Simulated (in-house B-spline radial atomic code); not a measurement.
Configurations of P⁴⁺, with energies counted from [Ne] 3s1. Computed with a B-spline radial code for spherical atoms: Dirac-Hartree-Fock, average of configuration, Fermi nucleus of rms radius 3.1889 fm. Energies include first-order Breit, QED and recoil terms.

Occupations are held fixed; configurations that lie above the ionisation limit could autoionise.

```
       configuration  E - E(ref) (eV)  highest orbital  its <r> (bohr)
            [Ne] 5f1            50.95            5f7/2           6.289
            [Ne] 6p1           53.526            6p3/2           9.063
            [Ne] 7d1           57.459            7d5/2           13.74
            [Ne] 7f1           57.621            7f7/2           13.48
    [He] 2s2 2p5 3s2           130.98            3s1/2           1.536
[He] 2s2 2p5 3s1 5f1           185.52            5f7/2           6.209
[He] 2s2 2p5 3s1 6f1           189.72            6f7/2           9.489
```

Problem. Order these further configurations by energy, lowest first.
A. [Ne] 4s1
B. [He] 2s2 2p5 3s1 6d1
C. [Ne] 6d1
D. [Ne] 4p1
E. [Ne] 3p1

Solution. E (10.995 eV), A (33.537 eV), D (37.42 eV), C (54.857 eV), B (189.28 eV).

Problem. How far above the reference does [He] 2s2 2p5 3s1 7d1 lie?

Solution. 191.98 eV; its least bound orbital is 7d5/2 with <r> = 13.43 bohr.

Problem. How far above the reference does [He] 2s2 2p5 3s1 5d1 lie?

Solution. 184.74 eV; its least bound orbital is 5d5/2 with <r> = 6.42 bohr.

Problem. How far above the reference does [Ne] 6f1 lie?

Solution. 55.111 eV; its least bound orbital is 6f7/2 with <r> = 9.586 bohr.
